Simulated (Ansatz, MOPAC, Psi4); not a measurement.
Molecule: SiHCl, net charge 0, singlet state. SMILES: Cl[SiH]
Coordinates optimised at B3LYP-D3(BJ)/def2-TZVP (Ansatz, a quantum-chemistry and plane-wave program):
```xyz
3

Si     0.7933    -0.2087     0.7471
H      1.8312    -0.4893    -0.3363
Cl    -0.7611     0.2007    -0.5955
```

Quantity: vertical ionisation energy to the doublet, in eV. Set-up: non-relativistic; frozen cores in correlated levels; UHF or UKS for open shells; dispersion terms only where a functional's name holds one; 6-311+G** with 5d, 6d on Na to Ar in Ansatz; 6-31G* and kin with 6d, 5d where marked; PM7 with its own dispersion and hydrogen-bond terms; no spin-orbit coupling; each state is the SCF solution reached for its charge and spin. Ab initio and DFT rows: single points at B3LYP-D3(BJ) geometries (Ansatz). Semi-empirical rows: differences of heats of formation at the shared geometry for vertical values. The Hartree-Fock reference of [SiH]Cl (SiHCl) is unstable towards a lower, spin-broken solution.

```csv
level,program,vertical ionisation energy to the doublet (eV)
AM1,MOPAC,8.17
PM3,MOPAC,8.42
PM7,MOPAC,9.10
MNDO,MOPAC,8.46
PBE/6-31G*,Ansatz,9.28
PBE/6-311+G**,Ansatz,9.31
B3LYP/STO-3G,Ansatz,7.66
B3LYP/3-21G,Ansatz,9.63
B3LYP/6-31G*,Ansatz,9.47
B3LYP/6-311+G**,Ansatz,9.51
wB97X-D/6-31G*,Psi4,9.56
MP2/6-31G*,Ansatz,9.15
MP2/6-311+G**,Ansatz,9.25
B3LYP/def2-TZVPD,Ansatz,9.43
PBE0/def2-TZVPD,Ansatz,9.37
wB97X-V/def2-TZVPD,Ansatz,9.50
```

No value to compare with is used here. The 13 habitual levels span 7.66 (B3LYP/STO-3G) to 9.63 eV (B3LYP/3-21G); PBE0/def2-TZVPD gives 9.37.

The levels are drawn from those run, B3LYP/6-31G* more often than the rest, none by its result; left out are runs that failed, that the program found above a lower state of the same kind, or whose <S^2> lies over 0.5 above the pure value.
